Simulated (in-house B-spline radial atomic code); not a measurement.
Results of a calculation; reference values are marked as such.
## Br in an electron gas of r_s = 1.65: phase shifts, screening and friction

A nucleus sits in a uniform electron gas with a rigid positive background. The Kohn-Sham equations are solved self-consistently in the spin-unpolarised LDA (PW92), non-relativistic, on B-splines with outgoing waves at the boundary and partial waves to l = 8. The model has no lattice, no bands and no magnetic solution. Atomic units; δ_l are the phase shifts at the Fermi level, counted so that each bound state adds π, and good to about 0.0005.

The density parameter is r_s = 1.65 bohr.

```csv
l,δ_l (rad)
0,10.3759
1,7.8835
2,3.9065
3,0.1476
4,0.0303
5,0.0075
6,0.0019
7,0.0006
8,0.0002
```

Bound levels below the band bottom (hartree): p -55.12, s -7.909, p -5.798, d -2.022, s -0.3362 and deeper ones.

Q: Check the Friedel sum rule, and say where the screening charge sits.

A: k_F = (9π/4)^(1/3)/r_s = 1.16313. The rule is Z = (2/π) Σ (2l + 1) δ_l. The terms are s 6.606, p 15.056, d 12.435, f 0.658 and 0.250 beyond, in all 35.004 against Z = 35. Bound states hold 8 s, 12 p, 10 d electrons, so the scattering states carry 5.00 in all; where a term is smaller than its bound count, the bound level has drawn weight out of the band.

Q: Find the transport cross section and the electronic stopping of a 10 keV Br ion (mass 79.9 u).

A: σ_tr = (4π/k_F²) Σ (l + 1) sin²(δ_l − δ_(l+1)). The terms for l = 0 to 3 are 0.3655, 1.0999, 1.0052, 0.0548, all together 2.5281, so σ_tr = 9.289 × 2.5281 = 23.483 bohr². With n = 3/(4π r_s³) = 0.05314, the friction coefficient is Q = n k_F σ_tr = 1.4516. For v well below v_F = 1.163, dE/dx = Q v; with 24801 eV per u at v = 1, v = √(10000/(24801 × 79.9)) = 0.0710, so dE/dx = 0.10312 hartree/bohr = 53 eV/nm. The largest term couples the p and d waves.
